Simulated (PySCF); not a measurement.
**GdO: f occupation and spin**

Unrestricted PBE0; basis Gd x2c-TZVPall, O x2c-TZVPall; spin-free X2C with a Gaussian nucleus; PySCF 2.14. The search starts from ions with several 4f fillings and holds each by maximum overlap.

The lowest solution has 2Ms+1 = 9, about 7.1 4f electrons, near 1.80 Å.

The lowest solution of each spin and filling, followed along the bond (rough minima from three points):

```csv
2Ms+1,4f population,⟨S²⟩ at the start,R at minimum (Å),Te (eV)
9,7.10,20.03,1.80,0.00
7,7.10,13.01,1.79,0.26
```

Solutions at the starting distance of 1.950 Å, counted from the lowest; the search is not exhaustive:

```tsv
2Ms+1	4f population	E (eV)	⟨S²⟩	⟨Lz²⟩	μ (D)
9	7.10	0.00	20.03	0.0	-5.62
7	7.10	0.28	13.01	0.0	-5.40
9	7.07	1.32	20.03	4.0	-8.17
9	7.10	1.85	20.03	1.0	-4.65
7	7.10	1.90	12.99	4.0	-8.05
7	7.18	2.04	12.92	1.0	-4.30
7	7.97	3.20	12.06	4.0	-7.97
9	8.02	4.54	20.01	4.0	-2.53
9	8.03	4.68	20.01	9.0	-2.36
9	6.57	8.14	20.01	8.1	-4.53
7	6.72	8.32	12.02	4.1	-2.58
```

Partly filled real f orbitals mix terms, so no term symbols are given. A population far from a whole number shows f orbitals mixing with d and ligand orbitals, not a clean configuration. A positive dipole means Gd(−)O(+).

Spin–orbit coupling is left out. Counting both spins, an empty level lies below a filled one in some of these solutions, because spin and occupation are held. With d or f electrons several states lie close, and the lowest PBE0 determinant need not be the measured ground state.
